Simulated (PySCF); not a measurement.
## Optical rotation: `N#C[C@@H]1C=CO[C@H]1OC=O`, C₆H₅NO₃

Geometry:
```tsv
atom	x (Å)	y (Å)	z (Å)
N1	-2.076	-1.767	1.886
C2	-1.485	-0.911	1.414
C3	-0.751	0.170	0.798
C4	-1.624	0.982	-0.131
C5	-1.165	0.837	-1.365
O6	-0.073	0.025	-1.475
C7	0.336	-0.340	-0.182
O8	1.560	0.321	0.126
C9	2.697	-0.337	-0.100
O10	2.810	-1.457	-0.485
H11	-0.287	0.780	1.581
H12	-2.467	1.551	0.201
H13	-1.518	1.246	-2.293
H14	0.506	-1.425	-0.154
H15	3.533	0.334	0.156
```

Method: PySCF 2.14.0, TDDFT CAM-B3LYP/6-31G circular dichroism and optical rotation, one conformer, gas phase. Geometry: GFN2-xTB.

The molecule is flexible and this is one conformer; a measurement averages over conformers.

Stereocentres: C3 S, C7 S.

Question: What is the specific rotation at 633, 589.3, 546, 436, 405, 365, 355 nm?

Answer: [α] in deg dm⁻¹ (g/mL)⁻¹:
| λ (nm) | origin-invariant length gauge | modified velocity gauge | length gauge (centre of mass) | isotropic polarisability (au) |
| --- | --- | --- | --- | --- |
| 633 | -324.0 | -266.3 | -322.7 | 64.9 |
| 589.3 | -380.0 | -313.0 | -378.3 | 65.1 |
| 546 | -451.8 | -373.1 | -449.6 | 65.4 |
| 436 | -771.4 | -644.1 | -766.8 | 66.5 |
| 405 | -929.8 | -780.1 | -923.7 | 67.0 |
| 365 | -1226.6 | -1037.4 | -1217.2 | 68.0 |
| 355 | -1325.3 | -1123.6 | -1314.6 | 68.3 |

Question: And for the mirror image at 589.3 nm?

Answer: +380.0 deg dm⁻¹ (g/mL)⁻¹ (origin-invariant length gauge): the same size and the opposite sign.

Question: What is the molar rotation [Φ] = [α]·M/100 of the geometry above at 589.3 nm?

Answer: With M = 139.11 g/mol, -528.6 deg cm² dmol⁻¹ (origin-invariant length gauge).

The first excitation lies at 5.77 eV (215 nm) with R = -2.1 × 10⁻⁴⁰ esu² cm² (velocity form).
